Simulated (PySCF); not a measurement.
**Computed properties of 1,1-dibromo-2-chloroethene (C2HBr2Cl), SMILES ClC=C(Br)Br**

C2HBr2Cl, SMILES C(=C(Br)Br)Cl. Geometry optimised at B3LYP-D3(BJ)/def2-SVP. The values are those of a single conformer. All values are computed for the isolated molecule unless a solvent is named; none is compared with measurement here.

**Structure.** The optimised structure has Cs symmetry. All 12 harmonic modes at B3LYP-D3(BJ)/def2-SVP (PySCF) are real, so it is a minimum. With heavy atoms numbered as in [Cl:1][CH:2]=[C:3]([Br:4])[Br:5], the shortest bond between them is C2–C3 at 1.340 Å and the longest C3–Br5 at 1.896 Å.

**Vibrations.** The strongest infrared lines (harmonic, unscaled, degenerate partners summed) lie at 788 cm⁻¹ (117 km/mol, C 82 %, Cl 14 %), 873 cm⁻¹ (58 km/mol, C 80 %, H 10 %, Cl 9 %), 804 cm⁻¹ (20 km/mol, H 74 %, C 26 %). The softest mode is at 138 cm⁻¹ and the zero-point energy is 14.7 kcal/mol.

**Electronic structure.** ωB97X/def2-TZVP (PySCF) places the frontier levels at -9.57 and 1.14 eV, a gap of 10.71 eV, and gives a dipole moment of 0.85 D and a mean polarisability of 74.9 bohr³. PBE/def2-TZVP (PySCF) at the same geometry gives -6.17 and -2.08 eV, so its gap is 6.62 eV narrower. An orbital gap is neither the optical nor the fundamental gap.

**Excitations.** TDDFT-M06-2X/def2-SVPD (PySCF) has S1 at 4.95 eV (250 nm, f = 0.000, dark); the most intense of the 10 singlets computed lies at 5.96 eV (f = 0.26). T1 (TDA) is at 4.00 eV. TDDFT-PBE/def2-SVPD (PySCF) puts S1 at 4.24 eV. No vertical singlet excitation falls in the visible range (under 3.1 eV).

**NMR.** GIAO shifts at KT2/pcSseg-1 (PySCF) (non-relativistic, atoms alike by connectivity averaged): ¹³C from 128.4 to 135.9 ppm against TMS; ¹H at 6.6 ppm against TMS. Without spin–orbit terms, shifts of atoms bonded to Cl or Br come out too high.

**Solvation.** SMD-B3LYP/def2-SVP (PySCF) gives -0.7 kcal/mol in water, -5.4 kcal/mol in chlorobenzene, -5.0 kcal/mol in acetone (1 M in both phases, gas-phase geometry).
